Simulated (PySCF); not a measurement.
**Ca: electron affinity**

Ca⁻ [Ar] 3d1 4s2 (2D) → Ca [Ar] 4s2 (1S), as a difference of total energies. Computed with PySCF 2.14 in aug-cc-pVQZ-X2C (8s7p5d3f2g, 93 functions), with scalar relativity by spin-free X2C-1e. Correlated levels: valence: [Ar] frozen. The calculations carry no spin-orbit coupling.

| method | electron affinity (eV) |
| --- | --- |
| UHF | -1.045 |
| MP2 (valence) | -0.969 |
| SCS-MP2 (valence) | -0.981 |
| CCSD (valence) | -0.919 |
| CCSD(T) (valence) | -0.882 |

The configuration of this anion was assumed by filling the next shell in order. It is not the known or likely ground configuration (Ca⁻, Sr⁻ and Ba⁻, for instance, bind a p electron), so these values are not the electron affinity of the element.

A negative affinity means that the anion lies above the atom at that level of theory.

The coupled-cluster amplitudes are large for Ca⁻ (T1 above 0.03 or a double amplitude above 0.15), so a single reference is strained.
